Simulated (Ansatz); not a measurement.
`C[SiH2]SSC` and `C[SiH2]SS` differ in one atom or group.

Ansatz, PBE0-D4/def2-TZVP geometries, multiplicity 1. Each molecule was computed in one conformer, which needn't be the lowest.

| property | `C[SiH2]SSC` |
| --- | --- |
| HOMO–LUMO gap (B3LYP/def2-TZVPP) / eV | 5.52 |
| HOMO energy (ωB97M-V/def2-TZVPP) / eV | -8.81 |
| LUMO energy (PBE0/def2-TZVPP) / eV | -0.70 |
| LUMO energy (ωB97M-V/def2-TZVPP) / eV | 1.34 |
| HOMO energy (PBE0/def2-TZVPP) / eV | -6.67 |
| LUMO energy (B3LYP/def2-TZVPP) / eV | -0.92 |

What does the change do to each property? (Estimate.)

Ansatz gave: 
```tsv
property	`C[SiH2]SS`	shift
HOMO–LUMO gap (B3LYP/def2-TZVPP) / eV	5.65	0.13
HOMO energy (ωB97M-V/def2-TZVPP) / eV	-9.30	-0.49
LUMO energy (PBE0/def2-TZVPP) / eV	-1.05	-0.35
LUMO energy (ωB97M-V/def2-TZVPP) / eV	1.01	-0.33
HOMO energy (PBE0/def2-TZVPP) / eV	-7.16	-0.49
LUMO energy (B3LYP/def2-TZVPP) / eV	-1.27	-0.35
```

With PBE0 the HOMO falls by 0.49 eV and the LUMO falls by 0.35 eV, so the gap widens by about 0.14 eV. PBE moves the HOMO by -0.47 eV and ωB97M-V by -0.49 eV. The zero-point energy changes by -77.5 kJ/mol with -9 modes.

B3LYP here is the variant with VWN-RPA as its local correlation; programs differ in this.
